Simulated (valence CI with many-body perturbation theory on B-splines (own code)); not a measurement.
## E1 line list for Fe²¹⁺

Level of theory: valence CI with perturbative core correlation (CI+MBPT): three valence electrons over a frozen Dirac-Fock core [He], a basis of 11 s, 11 p, 10 d, 8 f, 5 g, 2 h functions for each j, with the one-electron correlation potential Σ1 (screened to all orders), the two-electron term Σ2, the three-electron term Σ3, Breit, model QED; selected single and double excitations, second order for the rest, scaled by the run's own slope (own B-spline code, finite nucleus).

No measured spectrum was set against this ion. As an estimate, levels of excited configurations hold to 0.05 to 0.15 % of their energy, terms of the ground configuration to about 0.5 %.

Lines 51 to 100 of 584 in falling wavelength, among levels below 1486.6 eV, chosen from the strongest by gf and those to the six lowest levels. Wavelengths and rates use the calculated energies, so an error of 700 cm⁻¹ moves a line at 1154 Å by 0.81 % and its rate by three times that or more. Electric multipoles are in the length gauge, E1 and E2 with the static RPA response of the core. Weak lines are less certain than strong ones. Lines between different terms over intervals too small for the method are left out, as are lines whose strength nearly cancels. Where a level lies close to another of its J and parity, the split of strength between their lines is uncertain. The highest levels of a list are the least certain.

Names give the largest LS component (configuration and term), which can be under half, so a name can repeat, a term be missing and a line seem to break the LS rules; names also repeat where a configuration has a term twice. Letters in brackets count levels of one name in rising energy.

```tsv
λ vac (Å)	Upper	Lower	A (s⁻¹)	S (a.u.)
1154	2s2p4p ⁴D_3/2	2s2p4s ⁴P°_1/2	3.86e+08	1.17e+00
1148	2s2p4p ⁴D_5/2	2s2p4s ⁴P°_3/2	4.53e+08	2.03e+00
1140	2s²4p ²P°_3/2	2s²4s ²S_1/2	4.52e+08	1.32e+00
1135	2s2p4p ²P_3/2 [b]	2s2p4s ²P°_1/2 [b]	2.34e+08	6.77e-01
1099	2s2p4p ⁴S_3/2	2s2p4s ⁴P°_5/2	1.89e+08	4.94e-01
1064	2s2p4p ²S_1/2 [a]	2s2p4s ²P°_3/2 [a]	5.72e+08	6.80e-01
1062	2s2p4p ²S_1/2 [b]	2s2p4s ²P°_1/2 [b]	3.75e+08	4.43e-01
722.2	2p²3d ⁴F_9/2	2p²3p ⁴D°_7/2	4.70e+08	8.74e-01
702.6	2p²3d ²F_7/2 [c]	2p²3p ²F°_5/2	4.67e+08	6.39e-01
695.7	2s2p3d ⁴F°_9/2	2s2p3p ⁴D_7/2	4.55e+08	7.55e-01
693.6	2p²3p ²F°_5/2	2p²3s ²D_3/2	4.70e+08	4.64e-01
692.5	2p²3d ²G_9/2	2p²3p ²F°_7/2	5.72e+08	9.37e-01
688.6	2p²3d ⁴F_7/2	2p²3p ⁴D°_5/2	5.09e+08	6.57e-01
677.7	2s2p3d ⁴D°_7/2	2s2p3p ⁴P_5/2	2.70e+08	3.32e-01
667.0	2p²3d ⁴F_5/2	2p²3p ⁴D°_3/2	5.05e+08	4.44e-01
665.9	2s2p3d ⁴F°_7/2	2s2p3p ⁴D_5/2	4.96e+08	5.78e-01
663.7	2p²3d ²D_5/2 [d]	2p²3p ²P°_3/2 [c]	6.25e+08	5.41e-01
662.2	2p²3p ⁴P°_5/2 [a]	2p²3s ⁴P_5/2	4.17e+08	3.58e-01
657.2	2p²3d ²F_5/2 [b]	2p²3p ²D°_3/2 [b]	4.77e+08	4.01e-01
643.7	2s2p3d ²F°_7/2 [b]	2s2p3p ²D_5/2 [b]	4.92e+08	5.18e-01
636.3	2p²3d ²F_7/2 [b]	2p²3p ⁴P°_5/2 [b]	6.03e+08	6.13e-01
620.2	2p²3d ²F_7/2 [a]	2p²3p ⁴P°_5/2 [a]	5.32e+08	5.01e-01
613.3	2p²3d ²F_5/2 [a]	2p²3p ²D°_3/2 [a]	5.25e+08	3.59e-01
602.9	2p²3d ²F_7/2 [d]	2p²3p ²D°_5/2	6.28e+08	5.43e-01
594.8	2p²3p ⁴D°_3/2	2p²3s ⁴P_1/2 [b]	5.71e+08	2.37e-01
588.6	2s2p3d ⁴F°_5/2	2s2p3p ⁴D_3/2	5.16e+08	3.12e-01
585.1	2s2p3d ²D°_5/2 [b]	2s2p3p ²P_3/2 [b]	4.93e+08	2.92e-01
579.4	2s2p3d ⁴P°_5/2	2s2p3p ²P_3/2 [a]	5.23e+08	3.02e-01
574.2	2s²3d ²D_5/2	2s²3p ²P°_3/2	7.20e+08	4.04e-01
567.5	2p²3p ⁴D°_7/2	2p²3s ⁴P_5/2	1.19e+09	8.57e-01
566.8	2p²3p ⁴D°_5/2	2p²3s ⁴P_3/2	1.03e+09	5.55e-01
565.6	2s2p3d ²F°_5/2 [b]	2s2p3p ²D_3/2 [b]	5.15e+08	2.76e-01
564.2	2p²3p ⁴P°_5/2 [b]	2p²3s ²P_3/2	7.27e+08	3.86e-01
563.1	2p²3d ²D_3/2 [c]	2p²3p ²P°_1/2 [c]	8.55e+08	3.01e-01
562.6	2p²3p ²F°_7/2	2p²3s ²D_5/2	1.26e+09	8.89e-01
553.7	2s2p3d ²D°_5/2 [a]	2s2p3p ²D_3/2 [a]	6.37e+08	3.20e-01
518.6	2p²3p ²D°_3/2 [c]	2p²3s ²D_5/2	9.17e+08	2.53e-01
518.0	2p²3d ²D_5/2 [a]	2p²3p ²P°_3/2 [a]	7.48e+08	3.08e-01
514.8	2s2p3p ²D_5/2 [a]	2s2p3s ²P°_3/2 [a]	1.03e+09	4.15e-01
508.0	2s2p3p ⁴D_7/2	2s2p3s ⁴P°_5/2	1.42e+09	7.36e-01
506.5	2s²3d ²D_3/2	2s²3p ²P°_1/2	8.54e+08	2.19e-01
501.9	2s2p3p ²D_5/2 [b]	2s2p3s ²P°_3/2 [b]	1.06e+09	3.97e-01
497.2	2s2p3d ²F°_7/2 [a]	2s2p3p ²D_5/2 [a]	1.07e+09	5.17e-01
490.5	2p²3p ²P°_3/2 [c]	2p²3s ²S_1/2	1.31e+09	3.06e-01
488.4	2s2p3p ⁴D_5/2	2s2p3s ⁴P°_3/2	1.48e+09	5.11e-01
483.4	2p²3p ²D°_5/2	2p²3s ²D_5/2	1.29e+09	4.32e-01
477.9	2p²3d ⁴P_5/2	2p²3p ⁴P°_5/2 [a]	5.97e+08	1.93e-01
469.6	2s²3p ²P°_3/2	2s²3s ²S_1/2	1.61e+09	3.29e-01
457.8	2p²3p ⁴S°_3/2	2p²3s ⁴P_5/2	1.20e+09	2.27e-01
451.2	2s2p3p ⁴P_5/2	2s2p3s ⁴P°_5/2	1.52e+09	4.14e-01
```
